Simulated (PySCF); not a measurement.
A structure optimised at r2SCAN-D4/def2-SVP, used in a PySCF frequency run:

```
C
C 1 1.3550
H 1 1.0967 2 116.70
C 1 1.4097 3 118.29 2 180.00
C 4 1.2190 3 151.31 1 180.00
H 5 1.0743 3 162.34 1 180.00
Cl 2 1.7216 1 121.36 3 0.00
Br 2 1.8783 1 122.97 3 180.00
```

Write its SMILES, formula and point group.

C#C/C=C(/Cl)Br, C₄H₂BrCl, Cs

What are its rotational constants (standard atomic weights)?

2.1580, 1.4764, 0.87664 GHz
